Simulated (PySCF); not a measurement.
C₃H₉NOSi, SMILES C/C=C/[Si@@H](N)O. Heavy atoms are numbered as in [CH3:1]/[CH:2]=[CH:3]/[Si@@H:4]([NH2:5])[OH:6]. Hydrogens are named by the atom that carries them.

Coordinates come from a ωB97X-D3(BJ)/def2-SVP optimisation. The structure was generated by enumeration; whether it is a known compound was not checked. One conformer was computed; it need not be the lowest.

Method: CAM-B3LYP/def2-TZVP (PySCF).

Atomic charges (e), one atom of each kind:

```tsv
atom	meta-Löwdin	Löwdin	Mulliken
C1 (CH3)	-0.33	-0.30	-0.34
C2 (CH)	-0.06	-0.20	-0.07
C3 (CH)	-0.42	-0.28	-0.32
Si4 (SiH)	1.09	0.07	0.60
N5 (NH2)	-0.74	-0.25	-0.62
O6 (OH)	-0.78	-0.14	-0.54
H on C1	0.12	0.13	0.13
H on C2	0.11	0.14	0.13
H on C3	0.11	0.14	0.11
H on Si4	-0.15	-0.05	-0.09
H on N5	0.23	0.16	0.23
H on O6	0.35	0.17	0.31
```

Task: Give the Mayer and Wiberg (Löwdin basis) orders of the bonds. (Estimate from the structure and the level; the computed values follow.)

Result: 
```tsv
bond	Mayer	Wiberg
C1–C2	0.94	1.30
C2–C3	1.85	2.07
C3–Si4	0.98	1.08
Si4–N5	1.19	1.53
Si4–O6	1.12	1.59
```
